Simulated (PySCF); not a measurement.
A species of formula C5H11NSi2 has this rotational fingerprint, computed with PBE0/pcSseg-1 in PySCF (dipole) on a GFN2-xTB geometry, gas phase:

| Item | Value |
| --- | --- |
| Rotational constants | A = 2402, B = 544.7, C = 484.5 MHz |
| Dipole components | \|μa\| = 0.74 D, \|μb\| = 1.91 D, \|μc\| = 0.50 D |
| Inertial defect | -95.11 u·Å² |
| κ | -0.94 |

**Question.** Which candidate fits, each taken in the one conformer that was computed?
A. `[CH:1]#[C:2][CH2:3][C@@H:4]1[CH2:5][SiH2:6][Si@H:7]1[NH2:8]` with C2–C3–C4–C5 -63°, Si6–Si7–N8–H 45° and -93°, C3–C4–C5–Si6 -141°, C4–C5–Si6–Si7 13°, C5–Si6–Si7–N8 -116°, C3–C4–Si7–Si6 136°
B. `[CH2:1]=[CH:2][CH2:3][CH2:4][SiH2:5][SiH2:6][C:7]#[N:8]` with C1–C2–C3–C4 -120°, C2–C3–C4–Si5 58°, C3–C4–Si5–Si6 52°, C4–Si5–Si6–C7 20°
C. `[CH3:1][NH:2][SiH:3]1[CH:4]=[CH:5][SiH2:6][CH:7]=[CH:8]1` with C1–N2–Si3–C4 -174°, N2–Si3–C4–C5 -145°, C4–C5–Si6–C7 16°, C5–Si6–C7–C8 -18°, N2–Si3–C8–C7 137°
D. `[H]/[N:1]=[C:2](\[CH2:3][SiH3:4])[CH2:5][C:6]#[C:7][SiH3:8]` with N1–C2–C3–Si4 -92°, N1–C2–C5–C6 -122°
E. `[CH3:1]/[CH:2]=[CH:3]\[Si@@H:4]1[CH:5]=[CH:6][SiH2:7][NH:8]1` with C2–C3–Si4–C5 55°
F. `[N:1]#[C:2][C@H:3]1[CH2:4][Si@H:5]([CH2:6][SiH3:7])[CH2:8]1` with C4–Si5–C6–Si7 70°

**Answer.** D. It is [H]/N=C(\C[SiH3])CC#C[SiH3], a near-prolate asymmetric top, point group C1. The candidates at the same level (rigid rotor, commonest isotopes):

```csv
SMILES,A (MHz),B (MHz),C (MHz),μa (D),μb (D),μc (D),Δ (u·Å²),point group,rotor
[H]/N=C(\C[SiH3])CC#C[SiH3],2402,544.7,484.5,0.74,1.91,0.50,-95.11,C1,near-prolate asymmetric top
CN[SiH]1C=C[SiH2]C=C1,3081,872.2,716.5,0.85,0.29,1.05,-38.13,C1,asymmetric top
C/C=C\[Si@@H]1C=C[SiH2]N1,2256,1039,959.0,0.72,0.79,0.08,-183.37,C1,asymmetric top
C=CCC[SiH2][SiH2]C#N,1591,967.0,850.1,2.09,2.65,1.04,-245.69,C1,asymmetric top
C#CC[C@@H]1C[SiH2][Si@H]1N,2154,888.4,681.1,1.58,0.66,0.71,-61.46,C1,asymmetric top
N#C[C@H]1C[Si@H](C[SiH3])C1,4420,592.7,562.6,4.20,1.42,1.82,-68.78,C1,near-prolate asymmetric top
```

`N#C[C@H]1C[Si@H](C[SiH3])C1` has A 84 % too high; `C#CC[C@@H]1C[SiH2][Si@H]1N` has B 63 % too high; `C/C=C\[Si@@H]1C=C[SiH2]N1` has C 98 % too high; `CN[SiH]1C=C[SiH2]C=C1` has B 60 % too high; `C=CCC[SiH2][SiH2]C#N` has B 78 % too high. No structure here is proved a minimum.
